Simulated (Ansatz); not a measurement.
Reaction (hydrogenolysis of a Ge–C bond): `[CH3][GeH]` + H₂ → `[GeH2]` + CH₄

Calculated with Ansatz (gas phase, PBE0-D4/def2-TZVP geometries, no zero-point term in ΔE). CCSD(T)/CBS adds triple-zeta CCSD(T) − MP2 to the extrapolated MP2 energy (def2 sets, frozen cores). This one scheme is used for every species. Functionals use def2-TZVPP. B3LYP here is the variant with VWN-RPA as its local correlation; programs differ in this. For Ge outer-core shells are correlated without core-valence functions, which leaves a few kJ/mol of doubt a bond. Scalar relativity is left out up to krypton.

```json
{"level": "B3LYP-D4", "ΔE (kcal/mol)": "-9.1", "difference from CCSD(T)/CBS": "-1.6"}
{"level": "CAM-B3LYP-D4", "ΔE (kcal/mol)": "-9.9", "difference from CCSD(T)/CBS": "-2.4"}
{"level": "ωB97X-V", "ΔE (kcal/mol)": "-9.1", "difference from CCSD(T)/CBS": "-1.6"}
{"level": "PBE-QIDH", "ΔE (kcal/mol)": "-8.6", "difference from CCSD(T)/CBS": "-1.1"}
{"level": "r2SCANh", "ΔE (kcal/mol)": "-8.4", "difference from CCSD(T)/CBS": "-0.9"}
{"level": "CCSD/def2-SVP", "ΔE (kcal/mol)": "-12.8", "difference from CCSD(T)/CBS": "-5.3"}
{"level": "CCSD/def2-TZVPP", "ΔE (kcal/mol)": "-9.5", "difference from CCSD(T)/CBS": "-2.0"}
{"level": "CCSD(T)/def2-TZVPP", "ΔE (kcal/mol)": "-8.4", "difference from CCSD(T)/CBS": "-0.9"}
{"level": "MP2/CBS(def2)", "ΔE (kcal/mol)": "-5.8", "difference from CCSD(T)/CBS": "1.7"}
{"level": "CCSD/CBS(def2)", "ΔE (kcal/mol)": "-8.6", "difference from CCSD(T)/CBS": "-1.1"}
{"level": "CCSD(T)/CBS", "ΔE (kcal/mol)": "-7.5", "difference from CCSD(T)/CBS": "0"}
```

Largest T1 diagnostic among the species: 0.012.

The D4 term adds +1.4 kcal/mol with B3LYP and +0.7 kcal/mol with PBE0; it sums over pairs of atoms, weighted by their polarisabilities, and B3LYP, whose exchange is more repulsive, gets the larger term. From r2SCAN to r2SCAN0 (25 % exact exchange), in def2-TZVPP and without D4, ΔE moves by −0.9 kcal/mol.
